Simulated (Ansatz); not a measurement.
CH5BOS2 (`COB(S)S`). The species carries charge 0 and has multiplicity 1. Geometry: relaxed with PBE0-D4/def2-TZVP. It is one conformer, not always the lowest.

```xyz
10

C     1.331    0.904   -0.253
O     0.734   -0.355   -0.001
B    -0.601   -0.500    0.129
S    -1.713    0.937   -0.014
S    -1.290   -2.147    0.451
H     1.114    1.607    0.556
H     2.407    0.750   -0.315
H     0.973    1.323   -1.197
H    -2.852    0.258    0.187
H    -0.103   -2.776    0.457
```

(1) What is the dipole moment at B3LYP/def2-TZVPP? (Estimate.)

(2) And with PBE, r2SCAN, ωB97M-V? (Estimate.)

(3) Give the Mulliken charges with B3LYP, PBE, ωB97M-V in def2-TZVPP. (An estimate is asked.)

## Answers

(1) Computed: 1.35 D, with components (1.10, 0.76, -0.21) D in this frame, pointing from negative to positive charge.

(2) Ansatz gave: PBE 1.33 D, r2SCAN 1.35 D, ωB97M-V 1.37 D.

(3) Computed: 
```tsv
atom	B3LYP	PBE	ωB97M-V
C1	-0.14	-0.15	-0.20
O2	-0.28	-0.21	-0.27
B3	0.28	0.23	0.21
S4	-0.22	-0.22	-0.19
S5	-0.21	-0.21	-0.18
H6	0.11	0.11	0.13
H7	0.12	0.12	0.13
H8	0.11	0.11	0.13
H9	0.11	0.12	0.11
H10	0.11	0.11	0.11
```

B3LYP here is the variant with VWN-RPA as its local correlation; programs differ in this.
